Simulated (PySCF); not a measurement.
In(H)2(Cl), H2ClIn, SMILES [InH2][Cl], PBE0/def2-SVP optimised geometry. Atoms within 1.6 Å of the plane z = 1.0 Å (x, y, z in Å): In1 (-0.85, 0.00, 0.00), H2 (-1.51, 1.58, 0.00), H3 (-1.51, -1.58, 0.00), Cl4 (1.51, 0.00, 0.00).

Method: PBE0/def2-TZVP, def2 effective core potentials past Kr in PySCF. The core electrons that the potentials of In replace are not part of the density.

Map of the log10 of the electron density (e/bohr³), floored at −4 on the plane z = 1.0 Å:

```
|0000000000000000000000000000000|
|0000000000000000000000000000000|
|0000000000000000000000000000000|
|0000000011110000000000000000000|
|0000001122222100000000000000000|
|0000012333333211000000000000000|
|0000123444444322110000000000000|
|0000234455555432222222211000000|
|0001234566665543333333332100000|
|0001245567766554444444443210000|
|0001345667776655555566554321000|
|0001345667777766566777765432100|
|0001345667788776677888876543100|
|0001245677888877778899887643200|
|0001245677899987788999987653210|
|0001245678899987788999987654210|
|0001245677899987788999987653210|
|0001245677888877778899887643200|
|0001345667788776677888876543100|
|0001345667777766566777765432100|
|0001345667776655555566554321000|
|0001245567766554444444443210000|
|0001234566665543333333332100000|
|0000234455555432222222211000000|
|0000123444444322110000000000000|
|0000012333333211000000000000000|
|0000001122222100000000000000000|
|0000000011110000000000000000000|
|0000000000000000000000000000000|
|0000000000000000000000000000000|
|0000000000000000000000000000000|
```
Scale: ten equal steps from -4.00 (start of '0') to -1.11 (end of '9'), in the order '0123456789'; x runs from -4.00 to 4.00, y from -4.00 (bottom) to 4.00 (top).
